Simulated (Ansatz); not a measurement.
Consider the silylene loss: `[SiH3]OCS[SiH3]` → `[SiH3]OCS` + `[SiH2]`.

Calculated with Ansatz (gas phase, PBE0-D4/def2-TZVP geometries, no zero-point term in ΔE). CBS: MP2 limit from def2 TZ/QZ plus the TZ coupled-cluster correction, frozen cores. This one scheme is used for every species. Functionals use def2-TZVPP. B3LYP here is the variant with VWN-RPA as its local correlation; programs differ in this. HSE06 is defined as in plane-wave codes. One conformer a species, not always the lowest.

```tsv
level	ΔE (kJ/mol)	difference from CCSD(T)/CBS
PBE-D4	296.3	4.2
B3LYP-D4	287.6	-4.5
r2SCAN0-D4	314.8	22.7
HSE06	295.2	3.1
HF/def2-TZVPP	268.5	-23.6
CCSD(T)/def2-TZVPP	283.2	-8.9
MP2/def2-QZVPP	312.2	20.1
SCS-MP2/def2-QZVPP	297.9	5.8
HF/CBS(def2)	268.9	-23.2
MP2/CBS(def2)	315.9	23.8
CCSD(T)/CBS	292.1	0
```

Largest T1 diagnostic among the species: 0.014.

Leaving LDA and LC-ωPBE aside and taking each functional with its dispersion term where it has one, the values, not all of them listed here, spread over 37.0 kJ/mol, from BLYP-D4 to r2SCAN0-D4. LDA lies +33.5 kJ/mol from PBE without D4. From PBE to PBE0 (25 % exact exchange), in def2-TZVPP and without D4, ΔE moves by +9.7 kJ/mol. In def2-TZVPP, CCSD(T) changes the Hartree–Fock value by +14.7 kJ/mol (the triples alone add +5.9 kJ/mol) and MP2 by +38.4 kJ/mol.
